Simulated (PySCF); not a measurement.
## Spin states and ions at one geometry of [PbCl5]−

PySCF 2.14.0, RKS PBE0, Pb def2-SVP with ECP60, Cl def2-SVP; non-relativistic Hamiltonian with scalar-relativistic core potentials where named; density fitting; no spin-orbit coupling; singlets restricted, open shells unrestricted. The geometry is relaxed for charge -1, singlet, vacuum:

```xyz
6

Pb    0.0000    0.0000   -0.0271
Cl    0.0000    0.0000    2.4411
Cl    2.4475    0.0000   -0.5792
Cl    0.0000    2.4475   -0.5792
Cl   -2.4475    0.0000   -0.5792
Cl    0.0000   -2.4475   -0.5792
```

Energies count from the relaxed state; an electron taken off or put on is at rest in vacuum. Charges and spins are Mulliken's.

```csv
state,energy (eV),spin squared,charge on Pb1 (e),spin on Pb1 (e),dipole about the centre of mass (D)
"charge -1, singlet, vacuum",0.00,0.00,0.82,0.00,0.18
"charge 0, doublet, vacuum",5.91,0.75,0.85,-0.05,1.29
```

**Question.** What does the state charge -1, triplet, vacuum give?

**Answer.** energy (eV) 2.33, spin squared 2.00, charge on Pb1 (e) 0.72, spin on Pb1 (e) 0.26, dipole about the centre of mass (D) 1.26.

With an electron taken off (doublet) the charges change, summed by element, by Pb +0.03 e, Cl +0.97 e. The vertical ionisation energy is 5.91 eV, against −ε(HOMO) = 4.05 eV of the relaxed state. The level lies 1.9 eV too high, as is usual for semilocal functionals and global hybrids, which keep a self-interaction error.

Open shells may have lower solutions than those found.

A frequency check found unstable modes (1, the lowest at -37 cm⁻¹), so the relaxed geometry is a saddle point, or these are noise.
